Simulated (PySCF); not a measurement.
Dipole moment and polarisability of `C=CS[Si@@H](S)C[SiH3]`

Species: C3H10S2Si2.
Cartesian coordinates in Å at the GFN2-xTB level; atoms count from 1:
```xyz
17
C3H10S2Si2 angstrom
C     -3.1353    0.4871    0.5464
C     -2.6633    0.4326   -0.6854
S     -1.0084    0.1509   -1.2038
Si     0.1473   -0.2823    0.5728
S     -0.6733   -1.9654    1.6614
C      1.8813   -0.6538   -0.0742
Si     2.8626    0.8731   -0.6596
H     -4.1822    0.6699    0.7180
H     -2.5215    0.3478    1.4192
H     -3.2953    0.5742   -1.5489
H      0.0582    0.8172    1.5206
H     -1.0651   -2.6567    0.6025
H      1.8114   -1.3610   -0.9022
H      2.4424   -1.1582    0.7120
H      2.1591    1.5147   -1.7672
H      4.1875    0.4232   -1.0899
H      2.9875    1.7990    0.4673
```

Level: CAM-B3LYP/def2-SVPD (PySCF), static field, nuclei fixed, core orbitals frozen in the response. The polarisability tensor in these axes (au):

```
x   154.75   1.69  -9.89
y     1.69 115.98 -12.19
z    -9.89 -12.19 123.40
```

**Question.** Diagonalise the tensor; give its mean and Δα, where Δα² is half the sum of the squared differences of the eigenvalues.

**Answer.** Principal values 106.50, 129.38 and 158.25 au; mean 131.38 au = 19.47 Å³ = 21.66 × 10⁻⁴⁰ C²·m²/J; Δα = 44.92 au (34 % of the mean).

**Question.** What is the dipole moment, and where does it point?

**Answer.** (0.29, -0.03, -0.27) D, 0.40 D in size, pointing from the negative to the positive side. Measured along this direction, the outermost atoms are H8 at the negative end and H16 at the positive end.

**Question.** Rayleigh depolarisation ratio (linearly polarised light, static tensor)?

**Answer.** ρ = 3Δα²/(45ᾱ² + 4Δα²) = 6053.0/(776707 + 8070.6) = 0.00771.

**Question.** In TDDFT the mean static polarisability is Σ f/ω² over all singlet excitations (ω in hartree). How much of it do the 8 lowest give? Their energies (eV) and oscillator strengths: 5.44, 0.0172; 5.73, 0.1375; 5.88, 0.0055; 6.25, 0.0711; 6.27, 0.0096; 6.33, 0.0047; 6.89, 0.0212; 7.00, 0.0219.

**Answer.** They add up to 5.93 au, 4.5 % of the 131.38 au; the largest single term is 3.11 au, from the state at 5.73 eV. Terms in order: 0.43, 3.11, 0.12, 1.35, 0.18, 0.09, 0.33, 0.33 au. Higher excitations give the rest. The strengths listed sum to 0.289.

**Question.** Refractivity n − 1 of an ideal gas of it at 400 K and 1 atm, from the electronic α?

**Answer.** N = p/kT = 1.8347 × 10¹⁹ cm⁻³, so n − 1 = 2π × N × 19.47 × 10⁻²⁴ cm³ = 2244 × 10⁻⁶ at long wavelengths.

**Question.** In a dilute gas of rigid molecules at 400 K, how does the orientational term μ²/3kT compare with the electronic polarisability?

**Answer.** In Gaussian units μ²/3kT = 0.95 Å³ against 19.47 Å³, a ratio of 0.05; the Debye molar polarisation (4π/3)N_A(α + μ²/3kT) is 51.5 cm³/mol, leaving out the vibrational part.

**Question.** Give the eigenvalues of the traceless quadrupole moment Θ = ½Σq(3rr − r²1), origin at the centre of nuclear charge.

**Answer.** -8.72, 1.19, 7.53 D·Å. The values depend on the origin, since the dipole doesn't vanish. The electronic extent ⟨r²⟩ about the same centre is 2046 bohr², a root-mean-square distance of 2.55 Å for the 88 electrons.

Geometry: GFN2-xTB, one conformer, isolated molecule.

These values come from a run that also computed excited states. On an Arm Neoverse N1 with one thread, no GPU, shared host, this took 2.0 min wall and 1.2 GiB of memory at its peak.
